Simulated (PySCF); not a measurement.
WCl₂ + 2 HBr → WBr₂ + 2 HCl

Level: PBE0 in the def2-TZVP basis family, computed in PySCF with density fitting; scalar-relativistic core potentials for atoms from Rb on, none lighter, no spin–orbit coupling; open shells unrestricted.

| species | state and structure | E (Eh) | ZPE (kJ/mol) | H(298 K) − H(0) (kJ/mol) | S° (J/(mol K)) |
| --- | --- | --- | --- | --- | --- |
| WCl₂ | quintet, C2v, W–Cl 2.267 Å (×2); Cl–W–Cl 141.3° | -987.23973 | 5.1 | 13.7 | 322.9 |
| HBr | singlet, C∞v, H–Br 1.421 Å | -2574.45811 | 16.0 | 8.7 | 198.5 |
| WBr₂ | quintet, C2v, W–Br 2.414 Å (×2); Br–W–Br 143.0° | -5214.83171 | 3.4 | 14.6 | 346.2 |
| HCl | singlet, C∞v, H–Cl 1.279 Å | -460.66440 | 17.9 | 8.7 | 186.6 |

(1) What is the electronic reaction energy?

(2) Add zero-point, thermal and entropy terms for 298.15 K and 1 bar.

Results:

(1) At PBE0/def2-TZVP, ΔE = -12.0 kJ/mol from the differences of the total energies times 2625.5, downhill. 

(2) ΔZPE = 2.1 and Δ[H(298) − H(0)] = 0.9 kJ/mol give ΔH° = -9.0 kJ/mol. ΔS° = -0.5 J/(mol K), so ΔG° = -9.0 − 298.15 × (-0.0005) = -9 kJ/mol and log₁₀K = 1.6.

Spin–orbit coupling can matter for WCl₂, WBr₂ and is left out. Open d or f shells are single determinants, so the state found may not be the ground state. Modes under 40 cm⁻¹ make the shape and entropy of WBr₂ uncertain. Each species is the lowest minimum found with this bonding; other isomers or fragments can lie lower.
